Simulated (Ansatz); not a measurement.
System: sum formula H2SiO3Cl, net charge -1, singlet state. It need not be the lowest isomer of its formula. Whether it binds its extra electron was not tested at this geometry. 
Structure (B3LYP-D3(BJ)/def2-TZVP (Ansatz, a first-principles code) minimum search):
```xyz
7

O      0.3361     1.1313     1.4677
Si     0.1433    -0.0274     0.4730
O      1.5266    -0.8805     0.0461
O     -0.9761    -1.2183     0.8162
Cl    -0.5927     0.5928    -1.5003
H      2.2888    -0.3229     0.2266
H     -1.3118    -1.6299     0.0159
```
Charge -1, spin multiplicity 1.

Basis-set convergence of Hartree-Fock and CCSD correlation energies (hartree) with Ansatz. Correlated levels leave the core frozen unless marked. Spin-orbit coupling is left out. No relativistic terms.

| basis | functions | E(HF) | E(corr, CCSD) |
|---|---|---|---|
| aug-cc-pV(D+d)Z | 151 | -974.47312 | -0.88683 |
| aug-cc-pV(T+d)Z | 294 | -974.56813 | -1.07956 |
| aug-cc-pV(Q+d)Z | 510 | -974.58994 | -1.14740 |

Extrapolating the two largest sets (X = 3 and 4) as X^-3: E(corr) = (64·(-1.14740) - 27·(-1.07956))/37 = -1.1969 Eh, an estimate of the basis-set limit. The largest set recovers 95.9 % of it, the smallest 74.1 %.
